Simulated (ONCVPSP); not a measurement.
**How hard is this nitrogen ONCV potential?**

| Property | Result |
| --- | --- |
| Element | nitrogen (N) |
| Generator | ONCVPSP 4.0.1 |
| Type | optimised norm-conserving Vanderbilt (ONCV) |
| Functional | PBE |
| Relativity | scalar-relativistic |
| Frozen core | [He] |
| Valence charge | 5 |
| Reference configuration | 2s2 2p2.5 (charge +0.5) |
| Partial waves | 2s: rc 0.90 bohr, ncon 3, nbas 7, qcut 8.4 1/bohr, 1 projector; 2p: rc 1.95 bohr, ncon 4, nbas 7, qcut 6.4 1/bohr, 2 projectors, debl 1 Ha |
| Local potential | polynomial inside 0.65 bohr (lpopt 5, dvloc0 6 Ha) |
| Core correction | Teter function, fcfact 5.75, rcfact 1.35 |

Question: For each optimised wave give the share of its norm inside rc, the residual kinetic energy above qcut (Ha) and the cutoffs (Ha) for errors of 10, 1, 0.1 and 0.01 mHa per electron.

Answer:

| wave | norm inside rc | residual KE | 10 mHa | 1 mHa | 0.1 mHa | 0.01 mHa |
| --- | --- | --- | --- | --- | --- | --- |
| 2s | 0.264 | 1.6e-04 | 19.8 | 28.9 | 39.0 | 158.8 |
| 2p | 0.819 | 2.0e-05 | 12.5 | 15.9 | 18.6 | 26.3 |
| p projector 2 | 0.199 | 9.4e-05 | 13.2 | 17.1 | 20.4 | 42.7 |

The occupied waves need 29 Ha and 39 Ha for 1 and 0.1 mHa. Its largest configuration-test error is +359 meV.
